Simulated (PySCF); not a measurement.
BH2O2, charge +1, multiplicity 1. Atoms are numbered in the order given.

```xyz
5

O      0.0768    -1.2613    -0.0601
B      0.0000     0.0000     0.0306
O     -0.0768     1.2613    -0.0601
H     -0.3908    -1.9837     0.4044
H      0.3908     1.9837     0.4044
```
Charge +1, spin multiplicity 1.

Geometry: PBE-D3(BJ)/def2-TZVP. The spin state was assumed, not searched. The isomer is the one that the SMILES or the coordinates give; other isomers of the formula were not compared. The values are those of a single conformer.

Method: PBE-D3(BJ)/def2-TZVP run with PySCF.

Harmonic, unscaled wavenumbers; measured fundamentals usually lie a few per cent lower.

Computed harmonic wavenumbers and intensities:
```json
[
 {"mode": "1", "ν (cm⁻¹)": "316", "IR (km/mol)": "182.3", "moving atoms (share of kinetic energy)": "H 80 %, O 15 %"},
 {"mode": "2", "ν (cm⁻¹)": "420", "IR (km/mol)": "69.7", "moving atoms (share of kinetic energy)": "B 56 %, H 32 %, O 11 %"},
 {"mode": "3", "ν (cm⁻¹)": "421", "IR (km/mol)": "2.6", "moving atoms (share of kinetic energy)": "B 54 %, H 35 %, O 11 %"},
 {"mode": "4", "ν (cm⁻¹)": "626", "IR (km/mol)": "415.5", "moving atoms (share of kinetic energy)": "H 64 %, O 19 %, B 17 %"},
 {"mode": "5", "ν (cm⁻¹)": "645", "IR (km/mol)": "106.2", "moving atoms (share of kinetic energy)": "H 65 %, O 18 %, B 17 %"},
 {"mode": "6", "ν (cm⁻¹)": "1052", "IR (km/mol)": "0.0", "moving atoms (share of kinetic energy)": "O 91 %, H 8 %"},
 {"mode": "7", "ν (cm⁻¹)": "2037", "IR (km/mol)": "445.2", "moving atoms (share of kinetic energy)": "B 76 %, O 21 %"},
 {"mode": "8", "ν (cm⁻¹)": "3661", "IR (km/mol)": "942.8", "moving atoms (share of kinetic energy)": "H 94 %"},
 {"mode": "9", "ν (cm⁻¹)": "3681", "IR (km/mol)": "116.1", "moving atoms (share of kinetic energy)": "H 94 %"}
]
```
